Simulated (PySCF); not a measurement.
PySCF input (CCSD(T)/cc-pVDZ):

```python
from pyscf import gto, scf, mp, cc as ccmod

mol = gto.M(
    atom='''
    C    -0.03656811   -0.45071943   -0.08291141
    F    -0.12060882   -1.30458171    0.93195011
    Cl   -1.43146427    0.54752801   -0.25057898
    Cl    1.50822239    0.30221034   -0.21354352
    ''',
    basis='cc-pvdz',
    charge=0,
    spin=1,
    verbose=4,
)

mf = scf.UHF(mol)
mf.conv_tol = 1e-10
mf.max_cycle = 100
mf.kernel()
mo, _, stable, _ = mf.stability(return_status=True)
if not stable:
    mf.kernel(mf.make_rdm1(mo, mf.mo_occ))
mp2 = mp.MP2(mf, frozen=12).run()
cc = ccmod.CCSD(mf, frozen=12)
cc.max_cycle = 100
cc.kernel()
et = cc.ccsd_t()
print(f'E(CCSD(T)) = {cc.e_tot + et:.9f}')
```

Output:

```
PySCF version 2.14.0

[INPUT] verbose = 4
[INPUT] num. atoms = 4
[INPUT] num. electrons = 49
[INPUT] charge = 0
[INPUT] spin (= nelec alpha-beta = 2S) = 1
[INPUT] symmetry False subgroup None
[INPUT] Mole.unit = angstrom
[INPUT] Symbol           X                Y                Z      unit          X                Y                Z       unit  Magmom
[INPUT]  1 C     -0.036568110000  -0.450719430000  -0.082911410000 AA   -0.069103712793  -0.851736281720  -0.156679857502 Bohr   0.0
[INPUT]  2 F     -0.120608820000  -1.304581710000   0.931950110000 AA   -0.227917638007  -2.465302139017   1.761130469658 Bohr   0.0
[INPUT]  3 Cl    -1.431464270000   0.547528010000  -0.250578980000 AA   -2.705075427400   1.034677984428  -0.473525644773 Bohr   0.0
[INPUT]  4 Cl     1.508222390000   0.302210340000  -0.213543520000 AA    2.850127252037   0.571094774612  -0.403538768476 Bohr   0.0

nuclear repulsion = 199.263008905276
number of shells = 20
number of NR pGTOs = 134
number of NR cGTOs = 64
basis = cc-pvdz
ecp = {}

******** <class 'pyscf.scf.uhf.UHF'> ********
method = UHF
initial guess = minao
damping factor = 0
level_shift factor = 0
DIIS = <class 'pyscf.scf.diis.CDIIS'>
diis_start_cycle = 1
diis_space = 8
diis_damp = 0
SCF conv_tol = 1e-10
SCF conv_tol_grad = None
SCF max_cycles = 100
direct_scf = True
direct_scf_tol = 1e-13
number electrons alpha = 25  beta = 24
Set gradient conv threshold to 1e-05
init E= -1056.79389745388
  alpha nocc = 25  HOMO = -0.0862995473283128  LUMO = 0.100629065368294
  beta  nocc = 24  HOMO = -0.410798959451006  LUMO = -0.0862995473283128

WARN: HOMO -0.0862995473283128 >= LUMO -0.0862995473283128

cycle= 1 E= -1056.08902397701  delta_E= 0.705  |g|= 0.533  |ddm|= 1.68
  alpha nocc = 25  HOMO = -0.440777483723118  LUMO = 0.0696050767347973
  beta  nocc = 24  HOMO = -0.488180499311619  LUMO = -0.0664410996748162
  HOMO = -0.440777483723  LUMO = -0.0664410996748  gap/eV = 10.18621
cycle= 2 E= -1056.17900247032  delta_E= -0.09  |g|= 0.387  |ddm|= 0.84
  alpha nocc = 25  HOMO = -0.379597329596577  LUMO = 0.157720536811065
  beta  nocc = 24  HOMO = -0.474690204994232  LUMO = 0.0619982894779136
  HOMO = -0.379597329597  LUMO = 0.0619982894779  gap/eV = 12.01643
cycle= 3 E= -1056.24654023101  delta_E= -0.0675  |g|= 0.0513  |ddm|= 0.261
  alpha nocc = 25  HOMO = -0.394234698129091  LUMO = 0.17247756434634
  beta  nocc = 24  HOMO = -0.471884510213463  LUMO = 0.0863553790313913
  HOMO = -0.394234698129  LUMO = 0.0863553790314  gap/eV = 13.07752
cycle= 4 E= -1056.25122208038  delta_E= -0.00468  |g|= 0.0216  |ddm|= 0.168
  alpha nocc = 25  HOMO = -0.400566131493481  LUMO = 0.171956441512569
  beta  nocc = 24  HOMO = -0.473872658641699  LUMO = 0.0879428348549478
  HOMO = -0.400566131493  LUMO = 0.0879428348549  gap/eV = 13.29301
cycle= 5 E= -1056.25217974956  delta_E= -0.000958  |g|= 0.0127  |ddm|= 0.0737
  alpha nocc = 25  HOMO = -0.40084769967373  LUMO = 0.173310895857884
  beta  nocc = 24  HOMO = -0.474818746456213  LUMO = 0.0901608428568963
  HOMO = -0.400847699674  LUMO = 0.0901608428569  gap/eV = 13.36102
cycle= 6 E= -1056.25254707164  delta_E= -0.000367  |g|= 0.007  |ddm|= 0.0444
  alpha nocc = 25  HOMO = -0.401062172151125  LUMO = 0.175174043964543
  beta  nocc = 24  HOMO = -0.474400157879489  LUMO = 0.0909828627259479
  HOMO = -0.401062172151  LUMO = 0.0909828627259  gap/eV = 13.38923
cycle= 7 E= -1056.25269831227  delta_E= -0.000151  |g|= 0.00296  |ddm|= 0.035
  alpha nocc = 25  HOMO = -0.40120492464734  LUMO = 0.175808126846861
  beta  nocc = 24  HOMO = -0.474848662793338  LUMO = 0.0911473732876837
  HOMO = -0.401204924647  LUMO = 0.0911473732877  gap/eV = 13.39759
cycle= 8 E= -1056.25272429187  delta_E= -2.6e-05  |g|= 0.000983  |ddm|= 0.0154
  alpha nocc = 25  HOMO = -0.401056747425726  LUMO = 0.175948360232002
  beta  nocc = 24  HOMO = -0.474744906705089  LUMO = 0.090997281570667
  HOMO = -0.401056747426  LUMO = 0.0909972815707  gap/eV = 13.38947
cycle= 9 E= -1056.25272655705  delta_E= -2.27e-06  |g|= 0.000337  |ddm|= 0.00323
  alpha nocc = 25  HOMO = -0.401113397767216  LUMO = 0.175937546344935
  beta  nocc = 24  HOMO = -0.474772941625492  LUMO = 0.0910291394152178
  HOMO = -0.401113397767  LUMO = 0.0910291394152  gap/eV = 13.39188
cycle= 10 E= -1056.25272679502  delta_E= -2.38e-07  |g|= 0.000111  |ddm|= 0.000936
  alpha nocc = 25  HOMO = -0.401124587727112  LUMO = 0.175943005011728
  beta  nocc = 24  HOMO = -0.474759127944261  LUMO = 0.0910427143915875
  HOMO = -0.401124587727  LUMO = 0.0910427143916  gap/eV = 13.39255
cycle= 11 E= -1056.25272681987  delta_E= -2.48e-08  |g|= 4.38e-05  |ddm|= 0.000314
  alpha nocc = 25  HOMO = -0.401129738107461  LUMO = 0.175937832664662
  beta  nocc = 24  HOMO = -0.474756164799025  LUMO = 0.0910416851110689
  HOMO = -0.401129738107  LUMO = 0.0910416851111  gap/eV = 13.39267
cycle= 12 E= -1056.2527268236  delta_E= -3.73e-09  |g|= 2.1e-05  |ddm|= 0.000132
  alpha nocc = 25  HOMO = -0.401128334316213  LUMO = 0.175941005448513
  beta  nocc = 24  HOMO = -0.474755609149457  LUMO = 0.0910468066972534
  HOMO = -0.401128334316  LUMO = 0.0910468066973  gap/eV = 13.39277
cycle= 13 E= -1056.25272682433  delta_E= -7.31e-10  |g|= 9.13e-06  |ddm|= 5.65e-05
  alpha nocc = 25  HOMO = -0.401130161301253  LUMO = 0.175939865735682
  beta  nocc = 24  HOMO = -0.474756504021983  LUMO = 0.0910452460493856
  HOMO = -0.401130161301  LUMO = 0.0910452460494  gap/eV = 13.39277
cycle= 14 E= -1056.25272682445  delta_E= -1.2e-10  |g|= 3.6e-06  |ddm|= 2.38e-05
  alpha nocc = 25  HOMO = -0.401129841233654  LUMO = 0.175940769531989
  beta  nocc = 24  HOMO = -0.474756434791904  LUMO = 0.0910460286633343
  HOMO = -0.401129841234  LUMO = 0.0910460286633  gap/eV = 13.39279
cycle= 15 E= -1056.25272682448  delta_E= -2.48e-11  |g|= 1.46e-06  |ddm|= 9.15e-06
  alpha nocc = 25  HOMO = -0.401129954055229  LUMO = 0.17594082180277
  beta  nocc = 24  HOMO = -0.474756658253995  LUMO = 0.0910460937276731
  HOMO = -0.401129954055  LUMO = 0.0910460937277  gap/eV = 13.39279
Extra cycle  E= -1056.25272682448  delta_E= -1.82e-12  |g|= 8.94e-07  |ddm|= 2.9e-06
converged SCF energy = -1056.25272682448  <S^2> = 0.7608394  2S+1 = 2.0108102
uhf_internal: lowest eigs of H = [0.38162505 0.44545689 0.45974783]
<class 'pyscf.scf.uhf.UHF'> wavefunction is stable in the internal stability analysis

******** <class 'pyscf.mp.ump2.UMP2'> ********
nocc = (np.int64(13), np.int64(12)), nmo = (52, 52)
frozen orbitals 12
E(UMP2) = -1056.82019490578  E_corr = -0.567468081304335
E(SCS-UMP2) = -1056.79674239048  E_corr = -0.544015566005163
E_corr(same-spin) = -0.15801476718466
E_corr(oppo-spin) = -0.409453314119675

******** <class 'pyscf.cc.uccsd.UCCSD'> ********
CC2 = 0
CCSD nocc = (np.int64(13), np.int64(12)), nmo = (52, 52)
frozen orbitals 12
max_cycle = 100
direct = 0
conv_tol = 1e-07
conv_tol_normt = 1e-06
diis_space = 6
diis_start_cycle = 0
diis_start_energy_diff = 1e+09
Init t2, MP2 energy = -0.567468075026014
Init E_corr(UCCSD) = -0.567468075026852
cycle = 1  E_corr(UCCSD) = -0.580871698782257  dE = -0.0134036238  norm(t1,t2) = 0.091135
cycle = 2  E_corr(UCCSD) = -0.594081747714218  dE = -0.0132100489  norm(t1,t2) = 0.027429
cycle = 3  E_corr(UCCSD) = -0.594749390798947  dE = -0.000667643085  norm(t1,t2) = 0.0170173
cycle = 4  E_corr(UCCSD) = -0.597352703201668  dE = -0.0026033124  norm(t1,t2) = 0.00835981
cycle = 5  E_corr(UCCSD) = -0.597269924632658  dE = 8.2778569e-05  norm(t1,t2) = 0.00264191
cycle = 6  E_corr(UCCSD) = -0.597143221536869  dE = 0.000126703096  norm(t1,t2) = 0.00109789
cycle = 7  E_corr(UCCSD) = -0.59715389007787  dE = -1.0668541e-05  norm(t1,t2) = 0.000359886
cycle = 8  E_corr(UCCSD) = -0.597165380034341  dE = -1.14899565e-05  norm(t1,t2) = 0.000168462
cycle = 9  E_corr(UCCSD) = -0.597162872464857  dE = 2.50756948e-06  norm(t1,t2) = 9.14892e-05
cycle = 10  E_corr(UCCSD) = -0.59716211788446  dE = 7.54580396e-07  norm(t1,t2) = 4.24905e-05
cycle = 11  E_corr(UCCSD) = -0.597161856090178  dE = 2.61794283e-07  norm(t1,t2) = 1.61537e-05
cycle = 12  E_corr(UCCSD) = -0.597161536350871  dE = 3.19739307e-07  norm(t1,t2) = 6.5506e-06
cycle = 13  E_corr(UCCSD) = -0.597161421987692  dE = 1.14363179e-07  norm(t1,t2) = 3.00376e-06
cycle = 14  E_corr(UCCSD) = -0.597161432293337  dE = -1.03056444e-08  norm(t1,t2) = 1.5035e-06
cycle = 15  E_corr(UCCSD) = -0.597161394571661  dE = 3.77216759e-08  norm(t1,t2) = 6.32453e-07
UCCSD converged
E(UCCSD) = -1056.849888219051  E_corr = -0.5971613945716608
UCCSD(T) correction = -0.0150994176535859
E(CCSD(T)) = -1056.864987637
```

It need not be the lowest isomer of its formula.
